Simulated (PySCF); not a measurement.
Energy of Cr⁻ (chromium, charge -1) between two integer charges

The 4s beta orbital of [Ar] 3d5 4s2 is emptied in steps (occupation f), with all orbitals relaxed, ending at [Ar] 3d5 4s1. All numbers are calculated (PySCF 2.14, the spin-free X2C one-electron Hamiltonian (Gaussian nucleus), in aug-cc-pVTZ-DK (8s7p5d3f2g, 93 functions)). The exact energy is a straight line in f; departures are measured from the line between the end points of the same method.

```
  f  B3LYP (eV)
  1       0.000
0.9      -0.134
0.7      -0.320
0.5      -0.390
0.3      -0.333
0.1      -0.142
  0       0.000
```

| method | E(f=0) − E(f=1) (eV) | −ε at f=1 (eV) | −ε at f=0.5 (eV) |
| --- | --- | --- | --- |
| B3LYP | 0.670 | -0.795 | 0.630 |

Orbital energy along the path (eV):

```json
{"f": "1", "B3LYP": "0.795"}
{"f": "0.9", "B3LYP": "0.537"}
{"f": "0.7", "B3LYP": "-0.019"}
{"f": "0.5", "B3LYP": "-0.630"}
{"f": "0.3", "B3LYP": "-1.288"}
{"f": "0.1", "B3LYP": "-1.957"}
{"f": "0", "B3LYP": "-2.038"}
```

At f = 1 the orbital energy is positive for B3LYP: only the finite basis holds the electron.

Reference removal energy between the ground levels: 0.676 eV (measured; photodetachment measurements, as compiled on the Wikipedia data page of electron affinities).
